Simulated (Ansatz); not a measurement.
Mulliken charges of BFGeH4O (`B[O][GeH2][F]`) from B3LYP/def2-TZVPP in Ansatz (PBE0-D4/def2-TZVP geometry).

```tsv
atom	x (Å)	y (Å)	z (Å)	charge (e)
B1	-0.658	1.393	-0.276	0.062
O2	-0.845	0.064	-0.152	-0.345
Ge3	0.422	-1.105	0.281	0.649
F4	1.042	-1.679	-1.228	-0.370
H5	-1.592	2.061	-0.618	0.006
H6	0.418	1.885	-0.039	-0.005
H7	1.569	-0.396	1.006	-0.004
H8	-0.265	-2.281	0.970	0.007
```

**Question.** By hand: the dipole of these point charges (1 e Å = 4.8032 D).

**Answer.** Σ q r = (0.119, -0.043, 0.671) e Å, of length 0.683 e Å = 3.28 D.

**Question.** How does the dipole of the full density compare? (Estimate.)

**Answer.** The calculation gave: (0.096, -0.080, 0.468) e Å, 2.33 D; the point charges give 1.41 times that, at 6° from its direction.

Point charges leave out the atoms' own dipoles, such as those of lone pairs, and Mulliken's split depends on the basis, so the two needn't agree.

B3LYP here is the variant with VWN-RPA as its local correlation; programs differ in this.
